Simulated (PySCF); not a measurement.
# Static response to an electric field

Compound: C₅H₈O₂Si.
Cartesian coordinates in Å at the GFN2-xTB level; atoms count from 1:
```
atom  x, y, z in Å
C1     3.746   -0.552    0.356
C2     2.404   -0.088    0.086
C3     1.283    0.295   -0.133
Si4   -0.411    0.911   -0.511
O5    -1.399   -0.235   -1.159
C6    -2.387   -0.639   -0.259
C7    -2.460    0.411    0.871
O8    -1.256    1.115    0.885
H9     4.077   -0.186    1.327
H10    3.769   -1.641    0.358
H11    4.425   -0.185   -0.413
H12   -0.457    2.090   -1.360
H13   -2.117   -1.621    0.146
H14   -3.339   -0.722   -0.790
H15   -2.607   -0.060    1.847
H16   -3.280    1.115    0.688
```

Level: PBE0/def2-SVPD (PySCF), static field, nuclei fixed, core orbitals frozen in the response. The polarisability tensor in these axes (au):

```
x   117.37  -7.67   3.08
y    -7.67  73.62  -3.31
z     3.08  -3.31  70.12
```

Task: Diagonalise the tensor; give its mean and Δα, where Δα² is half the sum of the squared differences of the eigenvalues.

Result: Principal values 68.09, 74.08 and 118.94 au; mean 87.04 au = 12.90 Å³ = 14.35 × 10⁻⁴⁰ C²·m²/J; Δα = 48.14 au (55 % of the mean).

Task: What is the dipole moment, and where does it point?

Result: (0.99, -0.96, 0.65) D, 1.52 D in size, pointing from the negative to the positive side. Measured along this direction, the outermost atoms are H16 at the negative end and H10 at the positive end.

Task: Directions of the eigenvectors, and the extent of the frame along each?

Result: Largest value along (0.98, -0.17, 0.07), where the nuclei span 7.71 Å; middle along (0.18, 0.82, -0.54), 4.16 Å; least along (0.03, 0.55, 0.84), 2.59 Å. The response follows the extents in order.

Task: Molar refractivity from α?

Result: Lorentz–Lorenz: R = (4π/3)N_A α = 2.5225 cm³/(mol·Å³) × 12.90 Å³ = 32.5 cm³/mol, in the limit of long wavelengths.

Task: Refractivity n − 1 of an ideal gas of it at 350 K and 1 atm, from the electronic α?

Result: N = p/kT = 2.0968 × 10¹⁹ cm⁻³, so n − 1 = 2π × N × 12.90 × 10⁻²⁴ cm³ = 1699 × 10⁻⁶ at long wavelengths.

Isolated species at its GFN2-xTB geometry (one conformer only).
